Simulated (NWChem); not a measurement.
# CH6O2Si2; SMILES [SiH2](O)C(=O)[SiH3]

```xyz
11

O     -1.4752     0.1042    -0.4444
C     -0.3023     0.3430    -0.1406
Si     0.2849     2.2035    -0.0657
Si     0.7549    -1.2660     0.2142
O     -0.3964    -2.4524    -0.0418
H      1.7373     2.2760     0.3202
H     -0.5578     2.9205     0.9510
H      0.0781     2.8153    -1.4224
H      1.2817    -1.2418     1.6233
H      1.9152    -1.3466    -0.7402
H     -1.2261    -1.9765    -0.2853
```
Atoms are numbered in this order, from 1.

Level: PBE-D3(BJ)/def2-SVP (NWChem), optimised geometry, unscaled harmonic frequencies. 

| frequency (cm⁻¹) | IR intensity (km/mol) |
|---|---|
| 30 | 0.1 |
| 80 | 0.5 |
| 129 | 2.5 |
| 219 | 21.8 |
| 265 | 6.1 |
| 338 | 18.2 |
| 426 | 2.7 |
| 459 | 0.7 |
| 488 | 83.9 |
| 576 | 57.8 |
| 676 | 67.9 |
| 700 | 0.9 |
| 749 | 117.0 |
| 830 | 293.1 |
| 864 | 9.0 |
| 887 | 28.8 |
| 904 | 29.6 |
| 906 | 5.7 |
| 946 | 83.3 |
| 1011 | 265.7 |
| 1638 | 87.0 |
| 2154 | 37.3 |
| 2157 | 113.8 |
| 2161 | 65.6 |
| 2180 | 78.2 |
| 2184 | 73.3 |
| 3532 | 119.5 |

```json
{
  "zero_point_energy": "39.3 kcal/mol",
  "thermal correction to the enthalpy at 298.15 K (with zero-point energy)": "45.0 kcal/mol",
  "heat capacity Cv": "28.1 cal/(mol K)",
  "entropy at 298.15 K and 1 atm (symmetry number 1)": "89.6 cal/(mol K)",
  "dipole_moment": "1.94 D"
}
```

Rigid rotor and harmonic oscillator; modes under 100 cm⁻¹ make the entropy uncertain.
